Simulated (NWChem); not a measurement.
System: InF, singlet; SMILES [F][In]

Input file for NWChem:

```
start job
memory heap 200 mb stack 900 mb global 1100 mb
geometry units angstroms
  In     0.000000     0.000000    -0.298553
  F      0.000000     0.000000     1.695062
end
basis spherical
  * library def2-svpd
end
ecp
  In library def2-ecp
end
dft
  xc hfexch
  iterations 150
end
driver
  maxiter 120
end
task dft optimize
dft
  grid fine
  convergence energy 1d-8 density 1d-7
end
task dft freq numerical
```

Output (shortened):

```
             Northwest Computational Chemistry Package (NWChem) 7.3.0
             --------------------------------------------------------

 ORDER OF PRIMARY AXIS IS BEING SET TO 4
 C4V symmetry detected

                             Geometry "geometry" -> ""
                             -------------------------

 Output coordinates in angstroms (scale by  1.889725989 to convert to a.u.)

  No.       Tag          Charge          X              Y              Z
 ---- ---------------- ---------- -------------- -------------- --------------
    1 In                  49.0000     0.00000000     0.00000000    -0.30935405
    2 F                    9.0000     0.00000000     0.00000000     1.68426095

 Effective nuclear repulsion energy (a.u.)     117.0572887989

      Symmetry information
      --------------------

 Group name             C4v
 Group number             18
 Group order               8
 No. of unique centers     2

                                Z-matrix (autoz)
                                --------

 Units are Angstrom for bonds and degrees for angles

      Type          Name      I     J     K     L     M      Value
      ----------- --------  ----- ----- ----- ----- ----- ----------
    1 Stretch                  1     2                       1.99362

                           NWChem Geometry Optimization
                           ----------------------------

 maximum gradient threshold         (gmax) =   0.000450
 rms gradient threshold             (grms) =   0.000300
 maximum cartesian step threshold   (xmax) =   0.001800
 rms cartesian step threshold       (xrms) =   0.001200
 fixed trust radius                (trust) =   0.300000
 source of zmatrix                         =   autoz

          -------------------
          Energy Minimization
          -------------------

 Using diagonal initial Hessian
 Scaling for Hessian diagonals: bonds = 1.00  angles = 0.25  torsions = 0.10

          --------
          Step   0

                                 NWChem DFT Module
                                 -----------------

[...]

      ----------------------
      Optimization converged
      ----------------------

  Step       Energy      Delta E   Gmax     Grms     Xrms     Xmax
  ---- ---------------- -------- -------- -------- -------- --------
@    2    -288.63419422 -7.3D-08  0.00001  0.00001  0.00014  0.00025
                                     ok       ok       ok       ok

                                Z-matrix (autoz)
                                --------

 Units are Angstrom for bonds and degrees for angles

      Type          Name      I     J     K     L     M      Value     Gradient
      ----------- --------  ----- ----- ----- ----- ----- ---------- ----------
    1 Stretch                  1     2                       2.00677   -0.00001

                         Geometry "geometry" -> "geometry"
                         ---------------------------------

 Output coordinates in angstroms (scale by  1.889725989 to convert to a.u.)

  No.       Tag          Charge          X              Y              Z
 ---- ---------------- ---------- -------------- -------------- --------------
    1 In                  49.0000     0.00000000     0.00000000    -0.31593104
    2 F                    9.0000     0.00000000     0.00000000     1.69083794

 Effective nuclear repulsion energy (a.u.)     116.2900008869

      Symmetry information
      --------------------

 Group name             C4v
 Group number             18
 Group order               8
 No. of unique centers     2

                Final and change from initial internal coordinates
                --------------------------------------------------

                                Z-matrix (autoz)
                                --------

 Units are Angstrom for bonds and degrees for angles

[...]

 Rotational Constants
 --------------------
 A=   0.000000 cm-1  (  0.000000 K)
 B=   0.256768 cm-1  (  0.369424 K)
 C=   0.256768 cm-1  (  0.369424 K)

 Temperature                      =   298.15K
 frequency scaling parameter      =   1.0000

 Linear Molecule

 Zero-Point correction to Energy  =    0.765 kcal/mol  (  0.001219 au)
 Thermal correction to Energy     =    2.370 kcal/mol  (  0.003777 au)
 Thermal correction to Enthalpy   =    2.963 kcal/mol  (  0.004721 au)

 Total Entropy                    =   56.427 cal/mol-K
   - Translational                =   40.570 cal/mol-K (mol. weight = 133.9025)
   - Rotational                   =   15.282 cal/mol-K (symmetry #  =        1)
   - Vibrational                  =    0.575 cal/mol-K

 Cv (constant volume heat capacity) =    6.137 cal/mol-K
   - Translational                  =    2.979 cal/mol-K
   - Rotational                     =    1.986 cal/mol-K
   - Vibrational                    =    1.172 cal/mol-K

[normal modes left out]

 ----------------------------------------------------------------------------
 Normal Eigenvalue ||           Projected Infra Red Intensities
  Mode   [cm**-1]  || [atomic units] [(debye/angs)**2] [(KM/mol)] [arbitrary]
 ------ ---------- || -------------- ----------------- ---------- -----------
    1        0.000 ||    0.001109           0.026         1.081       0.388
    2        0.000 ||    0.001109           0.026         1.081       0.388
    3        0.000 ||    0.006707           0.155         6.539       2.345
    4        0.000 ||    0.006707           0.155         6.539       2.345
    5        0.000 ||    0.000000           0.000         0.000       0.000
    6      535.214 ||    0.156008           3.599       152.084      54.535
 ----------------------------------------------------------------------------
```

Level: Hartree-Fock/def2-SVPD with def2 effective core potentials on In. Low-valent species are run as closed-shell singlets; no triplet was tried in these runs. def2 effective core potentials on In; no spin-orbit coupling.
